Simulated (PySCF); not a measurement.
From computed data to an observable: oscillator strength and radiative lifetime

cyclopentadiene (C5H6), SMILES C1=CCC=C1.

Geometry: PBE0-D3(BJ)/def2-SVP. The values are those of a single conformer.

TDDFT-CAM-B3LYP/def2-SVPD run with PySCF 2.14.0 puts the first singlet state with f over 0.02 at 5.18 eV (vertical), with the transition dipole (0.000, -0.822, 0.000) in atomic units.

Task: Find the oscillator strength, the wavelength and the radiative lifetime that this transition would have in vacuum if emission retraced absorption.

Result: 
|μ|² = 0.6757 au, so |μ| = 2.09 D. ΔE = 5.18/27.211 = 0.1904 hartree. f = (2/3) ΔE |μ|² = 0.086 (the program prints 0.086).
λ = 1239.84/5.18 = 239 nm; ν = 41779 cm⁻¹.
Einstein's coefficient A = 0.6670 ν² f s⁻¹ (ν in cm⁻¹) = 1.0e8 s⁻¹, so τ = 1/A = 10 ns. This state is S1. The figure is the radiative limit of this one transition; relaxation, internal conversion, crossing to triplets and a medium change what is measured.
